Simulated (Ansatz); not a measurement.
## Worked example: SiH2(SiH3)F + SiH(OH)2(SiH2) → SiH(SiH3)F + SiH(OH)2(SiH3)

Species: SiH2(SiH3)F, singlet; SiH(OH)2(SiH2), doublet; SiH(SiH3)F, doublet; SiH(OH)2(SiH3), singlet. A radical takes H: the energy is the difference in strength between two Si–H bonds in different surroundings.

Shapes, held fixed at every level: PBE0-D4/def2-TZVP. Flexible molecules stand in one conformer, not always the lowest. Programs: Ansatz 0.2.0. The zero-point and thermal change to 298 K, harmonic and unscaled (PBE0-D4/def2-TZVP), is +0.2 kJ/mol.

At CCSD(T)/CBS estimate; 1 Eh = 2625.50 kJ/mol:

```
       species  energy (Eh)
   SiH2(SiH3)F  -681.000670
SiH(OH)2(SiH2)  -731.556368
    SiH(SiH3)F  -680.347364
SiH(OH)2(SiH3)  -732.205579
```

**Question.** Work out ΔH(298 K) of the reaction at this level.

**Answer.** 
1. Products less reactants: (-680.347364) + (-732.205579) − [(-681.000670) + (-731.556368)] = 0.004095 Eh = +10.8 kJ/mol.
2. With the thermal change: +10.8 + (+0.2) = +11.0 kJ/mol.

Other levels give +7.3 (wB97X-V/def2-TZVPP) to +14.1 kJ/mol (MP2/def2-SVP). No measured value is set beside it here. Open shells run unrestricted. The CBS estimate extrapolates MP2 from def2-TZVPP and def2-QZVPP and adds CCSD(T) − MP2 in the triple-zeta set, cores frozen.
